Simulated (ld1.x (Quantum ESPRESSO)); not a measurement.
## What one change does to a pseudopotential (Be, TM)

| Quantity | Value |
| --- | --- |
| Element | beryllium |
| Generator | ld1.x (Quantum ESPRESSO) 7.5 |
| Type | norm-conserving Troullier–Martins (Kleinman–Bylander form) |
| Functional | BP86 |
| Relativity | scalar-relativistic |
| Frozen core | none |
| Valence charge | 4 |
| Reference configuration | 1s2 2s1.75 2p0.25 |
| Partial waves | 2p (bound): rc 4.20 bohr; 3d channel at 0.05 Ry: rc 4.40 bohr; 1s (bound): rc 0.50 bohr |
| Local potential | the s channel |
| Core correction | none |

Occupied shells without a wave of their own: 2s. They enter only through the test configuration that unscreens the potential.

All-electron outer shells of the reference configuration (BP86, scalar-relativistic, ld1.x):

| shell | level (eV) | outermost node (bohr) | outermost maximum (bohr) |
| --- | --- | --- | --- |
| 1s | -106.84 | – | 0.27 |
| 2s | -5.86 | 0.59 | 2.04 |
| 2p | -2.24 | – | 2.28 |

Change: local potential the d channel.

Cutoffs: the cutoffs (Ry, on a coarse ladder) from which the occupation-weighted sum of valence levels, in a spherical-Bessel basis at the reference potential, stays within 10 and 1 mRy of its value at 400 Ry; they do not see the model core or the augmentation charge, which bear on the density cutoff. Errors are all-electron minus pseudo energies relative to the spin-unpolarised reference configuration.

Question: How do hardness, ghosts and transferability respond?

Answer: The miss of the reference levels goes from 0.03 to 1.69 eV; the number of tests that count goes from 6 to 7; of the 6 tests that both files solve, the error grows in 6 and shrinks in 0 by more than 15 % and 0.3 meV (median size 47.6 → 1908.1 meV); neither file shows a bound ghost at the reference potential, the only one tested.

```csv
quantity,base,changed
"cutoff, loose",300 Ry,300 Ry
"cutoff, tight",over 300 Ry,over 300 Ry
bound ghosts,none,none
"largest miss of a reference level, eV",0.03,1.69
"tests counted (converged, no solver errors)",6 of 7,7 of 7
"error for 1s2 2s2 2p0, meV [ΔE -0.90 eV]",-9.8,-421
"error for 1s2 2s1 2p0, meV [ΔE 8.74 eV]",+57,+1817
"error for 1s2 2s0 2p0, meV [ΔE 26.60 eV]",+168,+5604
"error for 1s2 2s1.5 2p0, meV [ΔE 2.90 eV]",+18,+518
"error for 1s1 2s2 2p0, meV [ΔE 127.61 eV]",+266,-2000
"error for 1s2 2s0 2p2, meV [ΔE 6.38 eV]",+38,+3026
s: phases at 4.75 bohr within 0.05 rad from the reference energy up to (Ry; the scan ends near 5),-0.5,-0.6
p: phases at 4.75 bohr within 0.05 rad from the reference energy up to (Ry; the scan ends near 5),0.3,0.4
d: phases at 4.75 bohr within 0.05 rad from the reference energy up to (Ry; the scan ends near 5),1.3,1.4
```

Base: Tests not counted: 1s2 2s0 2p1 (solver errors, printed error -3.8 eV). The 2s level has no wave, so the channel is fitted at the deeper level alone: the likely source of the large errors. Changed file: These tests converged, but a pseudo level misses the all-electron one widely, so the file describes the atom poorly there or has found another state: 1s2 2s2 2p0: 2s by 1.5 eV; 1s2 2s1 2p0: 2s by 3.0 eV; 1s2 2s0 2p0: empty 2s by 4.9 eV (a node warning on the way); 1s2 2s0 2p1: empty 2s by 3.4 eV; 1s2 2s1.5 2p0: 2s by 2.2 eV; 1s1 2s2 2p0: 2s by 4.1 eV (a node warning on the way); 1s2 2s0 2p2: empty 2s by 2.5 eV. The 2s level has no wave, so the channel is fitted at the deeper level alone: the likely source of the large errors.
